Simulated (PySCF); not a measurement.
HBr was optimised in PySCF in the def2-TZVP basis family (density fitting, no spin–orbit coupling) with several functionals.

One of them gave a singlet of C∞v symmetry with a mean bond of 1.421 Å to H, wavenumbers 2668 cm⁻¹ and a HOMO–LUMO gap of 8.58 eV.

**Question.** Which level of theory was it?
A. PBE0
B. PBE
C. B3LYP

**Answer.** A. That is PBE0, with H–Br 1.421 Å. The others give B3LYP 1.425 Å and 2617 cm⁻¹ for the highest mode; PBE 1.433 Å and 2572 cm⁻¹ for the highest mode.

Only the bonding shown was studied: isomers, or loss of a ligand pair, can lie lower.
